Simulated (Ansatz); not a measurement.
`N#C[SiH2][SiH2]Cl`. Charge 0, multiplicity 1. The structure was optimised at the PBE0-D4/def2-TZVP level. It is one conformer, not always the lowest.

```xyz
9

N    -3.083    0.097   -0.525
C    -2.062   -0.288   -0.154
Si   -0.384   -0.830    0.404
Si    1.128    0.821   -0.285
Cl    2.998    0.224    0.333
H    -0.430   -0.961    1.879
H    -0.108   -2.138   -0.234
H     1.132    0.951   -1.762
H     0.810    2.124    0.345
```

(1) What is the dipole moment at B3LYP/def2-TZVPP? (Best estimate.)

(2) And with PBE, r2SCAN, ωB97M-V? (Estimate.)

(3) Give the Mulliken charges with B3LYP, PBE, ωB97M-V in def2-TZVPP. (Best estimate.)

## Answers

(1) Ansatz gave: 2.48 D, with components (2.33, -0.52, 0.65) D in this frame, pointing from negative to positive charge.

(2) The calculation gave: PBE 2.49 D, r2SCAN 2.48 D, ωB97M-V 2.45 D.

(3) Ansatz gave: 
```
atom  B3LYP    PBE  ωB97M-V
  N1   0.00   0.04    -0.02
  C2  -0.24  -0.25    -0.22
 Si3   0.26   0.21     0.17
 Si4   0.35   0.30     0.24
 Cl5  -0.23  -0.20    -0.20
  H6  -0.03  -0.02     0.02
  H7  -0.03  -0.02     0.02
  H8  -0.04  -0.03     0.00
  H9  -0.04  -0.03     0.00
```

B3LYP here is the variant with VWN-RPA as its local correlation; programs differ in this.
